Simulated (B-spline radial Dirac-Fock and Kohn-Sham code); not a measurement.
## Core and valence levels of Ba²⁵⁺

System: Ba²⁵⁺ in the configuration 1s2 2s2 2p6 3s2 3p6 3d10 4s2 4p1; nuclear rms radius 4.8378 fm (A = 138).

Input file task.json (cfg lists n, l and occupation; rrms is the nuclear radius in fm):

```json
{"items": [{
  "Z": 56,
  "q": 25,
  "cfg": [[1, 0, 2], [2, 0, 2], [2, 1, 6], [3, 0, 2], [3, 1, 6], [3, 2, 10], [4, 0, 2], [4, 1, 1]],
  "A": 138,
  "rrms": 4.8378,
  "do": ["binding"]
}]}
```

Launch: `python xray_run.py task.json out`

The computed values come from a radial B-spline solver: ΔSCF Dirac-Fock with Breit, self-energy and vacuum polarisation, finite nucleus, configuration average. No correlation. Energies are counted from the vacuum level.

All terms are in eV, carry their sign (relaxation lowers the binding energy) and add up to the binding energy; ⟨r⟩ is the mean radius of the orbital in the initial state.

```
  subshell  −ε (Koopmans)  relaxation   Breit  self-energy  vacuum polarisation  binding energy  ⟨r⟩ (bohr)
    K (1s)        38460.6      -50.09  -92.04       -55.05                 7.98         38271.4       0.026
   L1 (2s)         6842.4      -20.10   -9.23        -7.03                 0.94          6807.0       0.109
L2 (2p1/2)         6478.4      -23.50  -15.33         0.40                -0.01          6439.9       0.092
L3 (2p3/2)         6093.9      -22.09  -10.05        -0.25                -0.05          6061.5       0.098
   M1 (3s)         2063.8       -3.66   -1.66        -1.51                 0.20          2057.2       0.286
M2 (3p1/2)         1909.8       -4.19   -2.78         0.08                -0.01          1902.9       0.277
M3 (3p3/2)         1831.3       -3.81   -1.72        -0.05                -0.01          1825.7       0.288
M4 (3d3/2)         1570.3       -5.06   -1.15         0.14                -0.01          1564.2       0.258
M5 (3d5/2)         1553.6       -4.88   -0.71         0.09                -0.01          1548.0       0.261
   N1 (4s)          900.7       -0.30   -0.49        -0.43                 0.06           899.6       0.603
 N2,3 (4p)          833.4       -0.28   -0.58         0.00                 0.00           832.6       0.623
```

For the deepest level, K (1s), the Breit terms make up -0.240 % of the binding energy, QED -0.123 % and orbital relaxation -0.131 %.

Spin-orbit splittings: 2p 378.4 eV, 3p 77.19 eV, 3d 16.14 eV.

Going to the tabulated ground configuration of the next ion removes an electron from N2,3 (4p), computed at 832.6 eV. NIST lists 846 ± 4 eV as the ionisation energy of this species (theoretical), +13.44 eV from the computed value. Where a p, d or f shell is open in either ion the computed value averages over both j values and all terms, while the table refers to the lowest levels; that difference holds spin-orbit splitting (largest in heavy or highly charged ions), term energies where several electrons share open shells, and correlation, and it can reach 10 % or more.
